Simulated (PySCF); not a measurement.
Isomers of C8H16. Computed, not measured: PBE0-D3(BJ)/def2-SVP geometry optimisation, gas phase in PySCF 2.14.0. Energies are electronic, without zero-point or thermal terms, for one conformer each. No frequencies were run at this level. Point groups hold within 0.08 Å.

Question: Order them by energy at this level, lowest first, and give relative energies in kcal/mol.
A. `[CH3:1][CH:2]1[CH2:3][CH2:4][CH2:5][CH2:6][CH2:7][CH2:8]1` with C1–C2–C3–C4 -165°, C2–C3–C4–C5 87°, C3–C4–C5–C6 -69°, C4–C5–C6–C7 52°
B. `[CH2:1]=[C:2]([CH3:3])[CH2:4][C:5]([CH3:6])([CH3:7])[CH3:8]` with C1–C2–C4–C5 -87° (diisobutylene)
C. `[CH2:1]=[CH:2][CH2:3][C:4]([CH3:5])([CH3:6])[CH2:7][CH3:8]` with C1–C2–C3–C4 113°, C2–C3–C4–C5 -65°, C3–C4–C7–C8 56°

Answer: A (0.0), B (18.3), C (21.4).

As drawn, the highest has a C=C bond outside aromatic rings and a quaternary carbon, which the lowest lacks.

```
         SMILES      E (Eh)  E rel (kcal/mol)  dipole (D)  point group     A, B, C (MHz)
     CC1CCCCCC1  -313.90900               0.0        0.07           C1  2945, 1696, 1251
C=C(C)CC(C)(C)C  -313.87978              18.3        0.48           C1  2996, 1363, 1211
  C=CCC(C)(C)CC  -313.87493              21.4        0.36           C1  2522, 1461, 1189
```
